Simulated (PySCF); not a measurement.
**Correlation energy of B- (boron, charge -1)**

[He] 2s2 2p2, high-spin 3P determinant. Computed with PySCF 2.14 in def2-QZVPPD (8s4p4d2f1g, 63 functions), with the non-relativistic Hamiltonian (point nucleus). Frozen: nothing; 6 electrons correlated.

MP2 pair energies summed by pair of shells (mhartree):

| pair | energy | share (%) |
| --- | --- | --- |
| 2s-2p | -38.06 | 45.6 |
| 2s-2s | -19.60 | 23.5 |
| 1s-1s | -14.40 | 17.3 |
| 2p-2p | -7.06 | 8.5 |
| 1s-2s | -2.67 | 3.2 |
| 1s-2p | -1.68 | 2.0 |

Total MP2 correlation energy: -83.47 mhartree.

Same-spin part -14.42 and opposite-spin part -69.05 mhartree; SCS-MP2 scales them by 1/3 and 6/5 to -87.67 mhartree.

This basis was not built for core-valence correlation, so the inner-shell part is incomplete.
